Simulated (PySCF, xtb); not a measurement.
Te(Cl)(NMe2) (C2H6ClNTe), SMILES CN(C)[Te]Cl.

GFN2-xTB run with xtb at its own geometry gives an orbital gap of 3.17 eV and a dipole moment of 3.49 D.

Geometry: PBE0-D3(BJ)/def2-SVP. This is a generated structure with no PubChem entry under its InChIKey; it may be hypothetical. The def2 effective core potentials stand for the cores of Te; spin–orbit coupling is left out. Other conformers were not sampled.

What does HF/def2-TZVP in PySCF give? (Estimate from the structure and the level; the computed values follow.)

gap 9.94 eV (levels -8.78 and 1.16 eV), dipole 2.78 D.
